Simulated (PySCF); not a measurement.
C₆H₁₅NSi₂.
SMILES with atom numbers: `[CH3:1][Si@H:2]1[CH2:3][Si@H:4]([NH:5][CH:6]2[CH2:7][CH2:8]2)[CH2:9]1`

Probes without a nucleus sit at each ring's centroid and 1 Å off its mean plane on both sides; NICS is minus the shielding there, NICSzz its component along the normal. Level: GIAO PBE0/pcSseg-1 (PySCF, non-relativistic, gas phase) on the GFN2-xTB geometry, one conformer.

Ring bond lengths (Å), with Mayer bond orders in brackets: Si2–C3 1.920 (0.92), C3–Si4 1.923 (0.85), Si4–C9 1.913 (0.91), C9–Si2 1.915 (0.91); C6–C7 1.497 (0.96), C7–C8 1.506 (0.95), C8–C6 1.503 (0.95).

Question: What do the NICS probes read (ppm)?

Answer: 
```json
{"ring": "Si2–C3–Si4–C9", "type": "4-membered ring with 2 Si; formal bonds all single", "NICS(0)": "0.5", "NICS(1), two faces": "-1.0 / -1.6", "NICS(1)zz, two faces": "5.2 / 3.5", "rms pucker (Å)": "0.01", "centre to ring atoms, mean (Å)": "1.36"}
{"ring": "C6–C7–C8", "type": "3-membered carbocycle; formal bonds all single", "NICS(0)": "-40.5", "NICS(1), two faces": "-7.4 / -8.9", "NICS(1)zz, two faces": "-17.4 / -23.2", "rms pucker (Å)": "0.00", "centre to ring atoms, mean (Å)": "0.87"}
```

Question: What do they say, and how far can they be read as aromaticity?

Answer: 
- Si2–C3–Si4–C9: mean NICS(1)zz 4.3 ppm, deshielded. Si2, C3, Si4, C9 have four or more neighbours; no verdict on aromaticity is drawn.
- C6–C7–C8: mean NICS(1)zz -20.3 ppm, shielded. C6, C7, C8 have four or more neighbours; no verdict on aromaticity is drawn. The two faces differ by 5.8 ppm, so no symmetry operation interchanges them. NICS(0) lies 32 ppm below the mean NICS(1).

Question: List the ring angles and the Hirshfeld charges of the ring atoms.

Answer: 
- Si2–C3–Si4–C9: Si2 88.3° (+0.370 e), C3 91.4° (-0.273 e), Si4 88.3° (+0.390 e), C9 91.9° (-0.267 e); sum 360.0° against 360° for a flat convex ring.
- C6–C7–C8: C6 60.3° (+0.006 e), C7 60.1° (-0.098 e), C8 59.7° (-0.104 e); sum 180.0° against 180° for a flat convex ring.

The values belong to the conformer `[CH3:1][Si@H:2]1[CH2:3][Si@H:4]([NH:5][CH:6]2[CH2:7][CH2:8]2)[CH2:9]1`: C3–Si4–N5–C6 76°, Si4–N5–C6–C7 176°.
